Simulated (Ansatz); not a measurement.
CH6FInSi, SMILES `[CH3][In]([F])[SiH3]` from Hartree–Fock to CCSD(T)

Z-matrix (Å, degrees):
```
C
In 1 2.137
H 1 1.091 2 108.5
H 1 1.091 2 108.5 3 117.5
H 1 1.089 2 112.2 3 -121.2
F 2 1.977 1 108.0 3 -61.5
Si 2 2.561 1 143.9 3 118.4
H 7 1.487 2 109.4 1 119.9
H 7 1.487 2 109.4 1 -120.8
H 7 1.488 2 111.7 1 -0.4
```

Charge 0, multiplicity 1. Correlated methods include outer-core shells of In, which these sets cover unevenly. In takes the def2 core potential. All single points use the PBE0-D4/def2-TZVP geometry. Frozen core, restricted reference, Ansatz 0.2.0.

```
     basis     HF (Eh)  MP2 corr.  CCSD corr.       (T)  CCSD(T) total
  def2-SVP           ?   -0.52438    -0.57287  -0.01391              ?
def2-TZVPP           ?          ?    -0.88099  -0.02852              ?
def2-QZVPP  -619.05930          ?           –         –              –
```

Fill in the withheld values. (An estimate is asked.)

Computed: def2-SVP HF (Eh): -618.75818; def2-SVP CCSD(T) total: -619.34496; def2-TZVPP HF (Eh): -619.04197; def2-TZVPP MP2 corr.: -0.85037; def2-TZVPP CCSD(T) total: -619.95148; def2-QZVPP MP2 corr.: -1.08471.
